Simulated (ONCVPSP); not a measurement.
**Transferability test, ONCV potential for Cr**

* Element: chromium (Cr)
* Generator: ONCVPSP 4.0.1
* Type: optimised norm-conserving Vanderbilt (ONCV)
* Functional: LDA (Perdew-Zunger)
* Relativity: scalar-relativistic
* Frozen core: [Ne]
* Valence charge: 14
* Reference configuration: 3s2 3p6 3d4 (charge +2)
* Partial waves: 3s: rc 1.50 bohr, ncon 4, nbas 7, qcut 7.8 1/bohr, 3 projectors, debl 2.9 Ha; 3p: rc 1.50 bohr, ncon 4, nbas 8, qcut 9 1/bohr, 1 projector; 3d: rc 1.70 bohr, ncon 4, nbas 8, qcut 9.5 1/bohr, 1 projector
* Local potential: polynomial inside 1.10 bohr (lpopt 1, dvloc0 2 Ha)
* Core correction: none

In the s channel the program set the typed energies aside and used -3.483, 0.250, 3.150 Ha.

Energies are relative to the spin-unpolarised reference configuration 3s2 3p6 3d4; without spin polarisation the order of configurations can differ from experiment.

| valence configuration | charge | ΔE all-electron (eV) | error AE − PS (meV) |
| --- | --- | --- | --- |
| 3s2 3p6 3d5 | +1 | -16.343 | +2.6 |
| 3s2 3p6 3d3 | +3 | 31.026 | +58 |

(1) What are ΔE and the potential's error for 3s2 3p6 3d5 4s1?

(2) What are ΔE and the potential's error for 3s2 3p6 3d4 4s2?

## Answers

(1) ΔE = -23.484 eV all-electron; the error (AE − PS) is -6.5 meV.

(2) ΔE = -23.541 eV all-electron; the error (AE − PS) is +6.2 meV.
